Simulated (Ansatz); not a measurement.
```yaml
crystal:
  periodic: [false, false, false]
  atoms:
    - {symbol: N, position_ang: [-0.412123, 1.551320, -0.290959]}
    - {symbol: C, position_ang: [-0.275004, 0.279356, -0.011223]}
    - {symbol: Al, position_ang: [0.703781, -1.420486, 0.177623]}
    - {symbol: S, position_ang: [-1.512021, -0.729355, 0.528970]}
    - {symbol: H, position_ang: [0.375957, 2.090319, -0.609221]}
    - {symbol: H, position_ang: [-1.299894, 2.028892, -0.197866]}
    - {symbol: H, position_ang: [1.567734, -1.600397, 1.494076]}
    - {symbol: H, position_ang: [0.943869, -2.256650, -1.147100]}
basis:
  gaussian: {orbitals: cc-pVTZ-DK}
hamiltonian: {xc: {name: HF}}
correlation: {method: mp2, frozen_orbitals: {N: 0}}
accuracy: high
scf: {lower_state_search: light}
```

```sh
$ ansatz run in.yaml --threads 2 --pin off --events-out ev --progress --plain --max-ram 4352MiB
```

Task: How does Ansatz answer? (An estimate is asked.)

Result: The calculation gave: The input was rejected before any iteration.
```
Functional definition: HF
Error: "frozen_orbitals" has no count for C
```
